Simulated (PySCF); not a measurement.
**Computed structure and properties of [CeCl3(H2O)]+**

System: [CeCl3(H2O)]+ (singlet); start: template (Cs). Method: PySCF 2.14.0, RKS PBE0, Ce lcecp-2-SVP with ECP46, Cl def2-SVP, O def2-SVP, H def2-SVP; non-relativistic Hamiltonian with scalar-relativistic core potentials where named; density fitting; no spin-orbit coupling.

Input of the relaxation:

```python
mol = gto.M(atom='''
Ce    -0.09985     0.09985    -0.09985
Cl     1.38615     1.58585     1.38615
Cl    -1.58585    -1.38615     1.38615
Cl     1.38615    -1.38615    -1.58585
O     -1.48985     1.48985    -1.48985
H     -1.83045     2.37495    -1.28595
H     -1.83045     1.28595    -2.37495''',
    basis={'Ce': 'lcecp-2-SVP', 'Cl': 'def2-SVP', 'O': 'def2-SVP', 'H': 'def2-SVP'},
    ecp={'Ce': 'lcecp-2-SVP'},
    charge=1, spin=0)
mf = dft.RKS(mol, xc='PBE0')
mf.grids.atom_grid = (50, 194)  # f atoms: unpruned, at least (60, 302)
mf = mf.density_fit()  # fitting sets: Ce AutoAux, Cl def2-universal-JKFIT, O def2-universal-JKFIT, H def2-universal-JKFIT
mf.conv_tol = 1e-08; mf.max_cycle = 55
mf.kernel(dm0)  # dm0: converged density of the start geometry
# quasi-Newton relaxation in Cartesian coordinates to a largest gradient under 0.00045 Eh/bohr, steps kept in the point group
```

Run from Python with OMP_NUM_THREADS=2; the lines above give its settings. Where DIIS fails, smearing, a level shift and second-order steps follow.
It took 45 s on 2 threads of Arm Neoverse V1, on a shared host, from the converged density of the start.

Course of the relaxation:

```
step  energy above end (eV)  largest force component within the symmetry (eV/Å)
   0                 0.4693                                               1.207
   1                 0.0736                                               0.531
   2                 0.0057                                               0.158
   3                 0.0009                                               0.023
   4                 0.0006                                               0.013
   5                 0.0001                                               0.013
   6                 0.0000                                               0.009
```

Relaxed geometry (Cs):

```xyz
7

Ce   -0.0702    0.0795   -0.0795
Cl    1.2824    1.5454    1.3180
Cl   -1.5138   -1.3050    1.3050
Cl    1.2824   -1.3180   -1.5454
O    -1.4549    1.4628   -1.4628
H    -1.7950    2.3496   -1.2497
H    -1.7950    1.2497   -2.3496
```

| contact | Å |
| --- | --- |
| Ce1–Cl2 (Cl) | 2.435 |
| Ce1–Cl3 (Cl) | 2.433 |
| Ce1–Cl4 (Cl) | 2.435 |
| Ce1–O5 (H2O) | 2.397 |

On the finer grid (75, 302):

```
HOMO                                                          : not given (4f levels lie in the core)
LUMO                                                          : not given (4f levels lie in the core)
Dipole about the centre of mass                               : 8.26 D
Set of Mulliken populations of Ce1 outside the core potential : s 2.20, p 6.22, d 2.09, f 0.12
D3(BJ) dispersion energy (not in the energies)                : -0.190 eV
```

```json
{"atom": "Ce1", "Mulliken (e)": "1.38", "Löwdin (e)": "0.44", "spin (e)": "0.00"}
{"atom": "Cl2", "Mulliken (e)": "-0.20", "Löwdin (e)": "0.08", "spin (e)": "0.00"}
{"atom": "Cl3", "Mulliken (e)": "-0.20", "Löwdin (e)": "0.09", "spin (e)": "0.00"}
{"atom": "Cl4", "Mulliken (e)": "-0.20", "Löwdin (e)": "0.08", "spin (e)": "0.00"}
{"atom": "O5", "Mulliken (e)": "-0.34", "Löwdin (e)": "-0.03", "spin (e)": "0.00"}
{"atom": "H6", "Mulliken (e)": "0.28", "Löwdin (e)": "0.17", "spin (e)": "0.00"}
{"atom": "H7", "Mulliken (e)": "0.28", "Löwdin (e)": "0.17", "spin (e)": "0.00"}
```

The large-core potential holds the 4f shell empty.

On the grid (50, 194), as all that follows. Harmonic modes: a minimum within the noise of the softest modes; lowest 54 cm⁻¹ (negative: unstable), highest 3828 cm⁻¹, zero-point energy 0.760 eV.

Taking off one Cl (charge -1, singlet; the rest: singlet) in vacuum, both parts rigid, costs 14.40 eV; the small basis without counterpoise inflates it. Most of it is the attraction of opposite charges; other ways to part are cheaper, and one spin state was tried for the rest.

Rigid scan of Cl along the line from its metal:

```csv
distance to Cl2 (Å),energy (eV)
2.14,1.119
2.24,0.434
2.34,0.095
2.44,0.000
2.54,0.073
2.64,0.261
2.84,0.833
3.14,1.856
3.54,3.127
4.04,4.344
```

Taking off one H2O (charge 0, singlet; the rest: singlet) in vacuum, both parts rigid, costs 2.24 eV; the small basis without counterpoise inflates it.

Rigid scan of H2O along the line from its metal:

distance to O5 (Å), energy (eV) and a bar:
```
     2.10      0.549 ###########
     2.20      0.208 ####
     2.30      0.045 #
     2.40      0.000 
     2.50      0.032 #
     2.60      0.111 ##
     2.80      0.338 #######
     3.10      0.705 ###############
     3.50      1.109 #######################
     4.00      1.459 ##############################
```

One start shape was tried, so this needn't be the lowest isomer.
